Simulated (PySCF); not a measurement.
Computed properties of C4F6, SMILES FC1=C(F)C(F)(F)C1(F)F

C4F6, SMILES FC1(C(F)=C(F)C1(F)F)F. Coordinates come from a PBE0-D3(BJ)/def2-SVP optimisation. One conformer was computed; it need not be the lowest. All values are computed for the isolated molecule unless a solvent is named; none is compared with measurement here.

**Structure.** The optimised structure has C2v symmetry. All 24 harmonic modes at PBE0-D3(BJ)/def2-SVP (PySCF) are real, so it is a minimum. With heavy atoms numbered as in [F:1][C:2]1=[C:3]([F:4])[C:5]([F:6])([F:7])[C:8]1([F:9])[F:10], the shortest bond between them is C3–F4 at 1.301 Å and the longest C5–C8 at 1.562 Å.

**Vibrations.** The strongest infrared lines (harmonic, unscaled, degenerate partners summed) lie at 1241 cm⁻¹ (411 km/mol, C 70 %, F 30 %), 1478 cm⁻¹ (387 km/mol, C 85 %, F 15 %), 1009 cm⁻¹ (203 km/mol, C 67 %, F 33 %). The softest mode is at 62 cm⁻¹ and the zero-point energy is 26.1 kcal/mol.

**Electronic structure.** HF/def2-SVP (PySCF) places the frontier levels at -12.24 and 3.13 eV, a gap of 15.37 eV, and gives a dipole moment of 1.34 D and a mean polarisability of 35.8 bohr³.

**Excitations.** TDA-PBE0/def2-SVPD (PySCF) has S1 at 7.13 eV (174 nm, f = 0.000, dark); the most intense of the 6 singlets computed lies at 8.33 eV (f = 0.35). T1 (TDA) is at 4.72 eV, 2.41 eV under S1. No vertical singlet excitation falls in the visible range (under 3.1 eV).

**NMR.** GIAO shifts at KT2/pcSseg-1 (PySCF) (non-relativistic, atoms alike by connectivity averaged): ¹³C from 121.1 to 140.4 ppm against TMS; ¹⁹F from -169.3 to -166.3 ppm against CFCl3.
